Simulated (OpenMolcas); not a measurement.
Mn4+: effect of the metal basis and ligand basis

Mn4+ with 6 ligands (chloride) in octahedral coordination (Oh) at 2.29 Å. A charge of +0.333 e stands 2.6 Å behind each ligand.

| Property | Result |
| --- | --- |
| Program | OpenMolcas |
| Method | CASSCF |
| Spin-orbit coupling | RASSI with atomic mean-field integrals over the reference wave functions |

Fixed: active space 3 electrons in 5 orbitals (3d), DKH2 Hamiltonian.

States (labels of O, the rotations of Oh). Energies in cm-1 above the lowest state or level, χT in cm3 K/mol.

```json
{"Run": "A", "Metal basis": "ANO-RCC-VDZP", "Ligand basis": "ANO-RCC-VDZP", "Ground state": "4A2", "First state of that spin": "4T2 16106", "First gap with spin-orbit (degeneracies)": "15959 (4, 2)", "χT at 300 K": "1.836", "First state of another spin": "2E 20807", "Cost": "roughly 27 core-seconds"}
{"Run": "B", "Metal basis": "ANO-RCC-VTZP", "Ligand basis": "ANO-RCC-VTZP", "Ground state": "4A2", "First state of that spin": "4T2 16259", "First gap with spin-orbit (degeneracies)": "16114 (4, 2)", "χT at 300 K": "1.835", "First state of another spin": "2E 21166", "Cost": "roughly 2.2 core-minutes"}
```

Against A, the first state of the same spin changes by +0.9 % in B.

Costs are those of the RASSCF and RASSI steps.

Without dynamic correlation the repulsion within the d shell is too large (B by tens of per cent), so at a given field states of lower spin stand too high. Ligand-to-metal charge-transfer states are missing. With no ligand orbital active B as a rule stays too high, so bands that hang on it stand too high and its fall with covalency is understated. With metal d orbitals alone and no dynamic correlation the field as a rule comes out too small, by tens of per cent, by up to half for chloride and softer ligands. The least metal-like active orbital is 68 % on the metal (Löwdin) and no ligand orbital is active, so the numbers are rough (holds for A). The least metal-like active orbital is 69 % on the metal (Löwdin) and no ligand orbital is active, so the numbers are rough (holds for B). No measured value stands beside these numbers; the geometry was imposed, not optimised, and the real ion may take another.
